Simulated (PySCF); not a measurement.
Simulated outer-valence photoelectron spectrum of `NBN=C`. Level of theory: EOM-IP-CCSD/aug-cc-pVDZ in PySCF, restricted Hartree–Fock reference, 4 core orbitals frozen, non-relativistic, gas phase, PBE0-D3(BJ)/def2-SVP geometry.

Each root has a Gaussian of 0.8 eV full width with its one-hole share as area; cross sections and vibrations are left out, and the highest printed point is 100.

(ionisation energy (eV), intensity): (7.8, 0), (8.0, 2), (8.2, 9), (8.4, 24), (8.6, 45), (8.8, 60), (9.0, 56), (9.2, 37), (9.4, 17), (9.6, 6), (9.8, 1), (10.0, 1), (10.2, 3), (10.4, 12), (10.6, 31), (10.8, 59), (11.0, 86), (11.2, 100), (11.4, 93), (11.6, 70), (11.8, 40), (12.0, 17), (12.2, 5), (12.4, 2), (12.6, 4), (12.8, 12), (13.0, 29), (13.2, 50), (13.4, 61), (13.6, 52), (13.8, 32), (14.0, 14), (14.2, 4), (14.4, 2), (14.6, 5), (14.8, 17), (15.0, 39), (15.2, 67), (15.4, 90), (15.6, 97), (15.8, 85), (16.0, 59), (16.2, 32), (16.4, 16), (16.6, 16), (16.8, 31), (17.0, 57), (17.2, 81), (17.4, 93), (17.6, 89), (17.8, 71), (18.0, 44), (18.2, 21), (18.4, 7), (18.6, 2), (18.8, 0)

**Question.** Where are the maxima, and how many lines lie under the curve?

**Answer.** 5 maxima, at 8.9, 11.2, 13.4, 15.6 and 17.5 eV, from 8 lines. At this width some lines have no maximum of their own.

**Question.** List the lines with their holes.

**Answer.** 
```
E (eV)  leading hole (HF orbital)  area  Koopmans (eV)
  8.86                       HOMO  0.94          10.08
 11.02                     HOMO-2  0.94          12.11
 11.44                     HOMO-1  0.96          11.67
 13.41                     HOMO-3  0.94          14.25
 15.35                     HOMO-4  0.94          16.96
 15.79                     HOMO-5  0.93          17.34
 17.22                     HOMO-6  0.95          18.44
 17.70                     HOMO-7  0.93          19.42
```

The widest gap, 2.16 eV, lies between 8.86 and 11.02 eV. Only orbitals with −ε under 21 eV, eight at most, were ionised, so the high end of the curve may lack lines.

Time: 2.4 min wall. Hardware: Arm Neoverse V1, one thread, no GPU (shared host).

Conformer computed: `[CH2:1]=[N:2][BH:3][NH2:4]`: C1–N2–B3–N4 92°, H–N4–B3–N2 -2°, H–N4–B3–N2 172°.

One conformer stands for the species.
